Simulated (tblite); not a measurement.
Species: C₅H₉F₃NP.
Z-matrix (Å and degrees, GFN2-xTB geometry), rows numbered from 1:
```
C 
C   1  1.4835
C   2  1.3284  1  125.41
P   3  1.7883  2  119.02  1   178.99
C   4  1.8429  3  107.79  2   135.56
N   4  1.5472  3  110.54  2    -1.81
C   4  1.9226  3   99.49  2  -124.03
F   7  1.3370  4  110.15  3    70.35
F   7  1.3445  4  110.33  3  -171.42
F   7  1.3426  4  115.29  3   -50.77
H   1  1.0874  2  111.61  3     0.26
H   1  1.0894  2  109.86  3   121.63
H   1  1.0892  2  109.58  3  -120.78
H   2  1.0825  1  117.16  3   179.83
H   3  1.0830  2  123.35  1     0.13
H   5  1.0895  4  107.49  3   -74.56
H   5  1.0879  4  111.58  3    46.07
H   5  1.0910  4  109.01  3   167.31
H   6  1.0094  4  116.83  3   175.14
```

Method: GFN2-xTB as coded in tblite; computed harmonic values from a numerical Hessian at the method's own geometry, unscaled. Against measured fundamentals such values can be off by several per cent, at times by over 20. One conformer, not necessarily the lowest.

Harmonic wavenumbers (cm⁻¹): 36.3, 50.8, 99.6, 128.4, 132.5, 153.9, 168.0, 176.8, 226.5, 237.8, 258.9, 285.6, 340.7, 368.0, 409.7, 458.6, 468.6, 472.4, 652.4, 687.1, 713.8, 778.1, 825.4, 835.5, 909.5, 977.7, 981.4, 1030.4, 1042.3, 1064.0, 1099.8, 1112.3, 1193.2, 1235.2, 1269.5, 1304.9, 1390.0, 1414.6, 1424.6, 1460.8, 1467.5, 1674.2, 2985.2, 3001.8, 3007.7, 3015.9, 3022.4, 3034.5, 3041.1, 3066.2, 3414.8.

A = 1621, B = 767.1, C = 685.7 MHz; mass 171.042 u (most abundant isotopes); point group C1, symmetry number 1.

**Question.** Zero-point energy?

**Answer.** ½Σν̃ = 29303 cm⁻¹ = 83.78 kcal/mol.

**Question.** Entropy at 400 K, 1 bar (ideal gas, RRHO, classical rotation)?

**Answer.** Translation 42.80, rotation 31.19, vibration 54.84: S = 128.8 cal/(mol K).

**Question.** And Cp and H(400 K) − H(0)?

**Answer.** Cp = 56.91 cal/(mol K), of which vibrations give 48.96 (their classical limit is 51 R = 101.3); H(400 K) − H(0) = 14.15 kcal/mol without the zero-point energy, 10.97 from vibrations.

**Question.** Blend soft modes into free rotors: weight 1/[1 + (100 cm⁻¹/ν̃)⁴] for the oscillator and the rest for a rotor with moment μB/(μ + B), μ = h/(8π²ν), B = 10⁻⁴⁴ kg m². What vibrational entropy results?

**Answer.** 50.63 cal/(mol K) in place of 54.84, which changes −T·S at 400 K by +1.68 kcal/mol.

**Question.** Which modes carry the vibrational entropy at 400 K?

**Answer.** 36.3 cm⁻¹: 6.03; 50.8 cm⁻¹: 5.37; 99.6 cm⁻¹: 4.04; 128.4 cm⁻¹: 3.54; 132.5 cm⁻¹: 3.48; 153.9 cm⁻¹: 3.19 cal/(mol K); the other 45 give 29.20 together.

**Question.** What must be added to the electronic energy to get the Gibbs energy at 400 K and 1 bar?

**Answer.** ZPE + [H(400 K) − H(0)] − T·S = 83.78 + 14.15 − 51.53 = 46.40 kcal/mol.

**Question.** How do the functions run with temperature in this model?

**Answer.** 
```tsv
T (K)	S (cal/(mol K))	Cp (cal/(mol K))	H − H(0) (kcal/mol)	G − H(0) (kcal/mol)	ln q(vib)
50	62.1	15.4	0.55	-2.56	0.83
100	75.7	24.4	1.55	-6.02	2.58
298.15	113.5	47.5	8.82	-25.03	10.18
373.15	125.0	54.6	12.65	-33.97	12.86
500	142.4	64.5	20.24	-50.95	17.15
750	171.3	77.7	38.15	-90.29	24.83
1000	194.8	86.1	58.69	-136.14	31.61
```

q(vib) and H(0) count from the zero-point level.

Hindered rotation and anharmonicity are outside this model. Other conformers, if any are populated, would add a mixing term that is left out. The structure is chiral; the term R ln 2 for an equal mix with its mirror image is left out.
